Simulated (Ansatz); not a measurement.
```yaml
atoms:
  - { symbol: C, position_ang: [-0.0144, -0.0466, -0.6295] }
  - { symbol: F, position_ang: [-0.0296, -0.0257, 0.7758] }
  - { symbol: H, position_ang: [0.0243, -1.0750, -0.9768] }
  - { symbol: H, position_ang: [-0.9243, 0.5199, -1.0386] }
  - { symbol: H, position_ang: [0.9044, 0.4687, -1.0010] }
```

Basis set: 6-31G (spherical functions). Correlated methods keep 2 orbitals frozen. Charge 0, multiplicity 1.

Computed with Ansatz (development build ahead of 0.2.0); each method stands on the lowest determinant of its kind that the runs found. Restricted open shells among the atoms or ions are ROHF, correlated in semicanonical orbitals with singles.

(1) Give the atomization energy at this shape (free ground-state atoms in the same class of orbitals less the molecule, no zero-point energy) of singlet CH3F by RHF-MP2, RHF.

## Answers

(1)

| method | atomization energy |
| --- | --- |
| RHF-MP2 | 15.52 eV |
| RHF | 12.46 eV |

This basis has no polarisation functions and is too small for such energies, which can lie far from measured ones in either direction.
